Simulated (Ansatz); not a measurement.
## Worked example: C3H5ClSn + C2H9FSi2 → C3H5FSn + C2H9ClSi2

Species: C3H5ClSn `C#[C][SnH]([CH3])[Cl]`, singlet; C2H9FSi2 `CC[SiH](F)[SiH3]`, singlet; C3H5FSn `C#[C][SnH]([CH3])[F]`, singlet; C2H9ClSi2 `CC[SiH]([SiH3])Cl`, singlet. The partners trade Cl for F: Sn–Cl and Si–F bonds give way to Sn–F and Si–Cl.

Shapes, held fixed at every level: PBE0-D4/def2-TZVP. Flexible molecules stand in one conformer, not always the lowest. Programs: Ansatz 0.2.0. Electronic energies: no zero-point or thermal term.

At CCSD(T)/def2-TZVPP; 1 Eh = 2625.50 kJ/mol:

```
  species   energy (Eh)
 C3H5ClSn   -790.475461
 C2H9FSi2   -759.392969
  C3H5FSn   -430.475159
C2H9ClSi2  -1119.368475
```

Problem. Work out ΔE of the reaction at this level.

Solution. 
1. Products less reactants: (-430.475159) + (-1119.368475) − [(-790.475461) + (-759.392969)] = 0.024796 Eh = +65.1 kJ/mol.

Other levels give +53.9 (PBE-D4/def2-TZVPP) to +77.2 kJ/mol (HF/def2-TZVPP). No measured value is set beside it here. For atoms past krypton def2 sets carry core potentials with scalar relativity. Outer-core shells of Sn are correlated, in sets that cover them unevenly.
